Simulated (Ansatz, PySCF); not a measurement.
B(Cl)(F)(NCO) (CBClFNO), SMILES O=C=NB(F)Cl.

Geometry: B3LYP-D3(BJ)/def2-SVP. Other conformers were not sampled.

Vertical ionisation energy (IE) and electron affinity (EA) in eV. Rows of orbital energies are one-electron estimates. Where ΔSCF, EOM or ADC give a negative EA the extra electron is unbound and the value depends on the basis.

| level | IE | EA |
|---|---|---|
| −ε(HOMO), −ε(LUMO), CAM-B3LYP/def2-TZVP (PySCF) | (withheld) | (withheld) |
| ΔSCF, PBE0/def2-SVPD (Ansatz), final states of multiplicity 2 and 2 | 11.57 | -0.38 |

**Question.** What belongs in the gaps? (The exact figures need the calculation; the answer reports its results.)

**Answer.** 
- −ε(HOMO), −ε(LUMO), CAM-B3LYP/def2-TZVP (PySCF), IE: 10.64
- −ε(HOMO), −ε(LUMO), CAM-B3LYP/def2-TZVP (PySCF), EA: 0.33

**Question.** What vertical singlet–triplet gap does ΔSCF give with PBE0/def2-SVPD (Ansatz, an electronic-structure program)? (Estimate from the structure and the level; the computed values follow.)

**Answer.** 5.79 eV (triplet above singlet where positive).
